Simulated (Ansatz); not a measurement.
Ansatz (a first-principles code) input:

Ansatz 0.2 input:
```yaml
crystal:
  periodic: [false, false, false]
  atoms:
    - {symbol: Re, position_ang: [-0.00000000, -0.00000000, -0.12550228]}
    - {symbol: C, position_ang: [0.00000000, 0.00000000, 1.56877855]}
basis:
  gaussian:
    orbitals: def2-TZVPD
hamiltonian:
  xc: {name: r2SCAN0}
magnetization: {spin_polarized: true, initial_magnetization: 3}
output: {forces: true}
```

Q: What final total energy does it print?

A: -116.19121 Eh (r2SCAN0/def2-TZVPD). The basis has 80 functions.

The spin state was set by rule; other spins were not relaxed.

The determinant is spin-contaminated: <S^2> is 3.98 against 3.75 for a pure state.
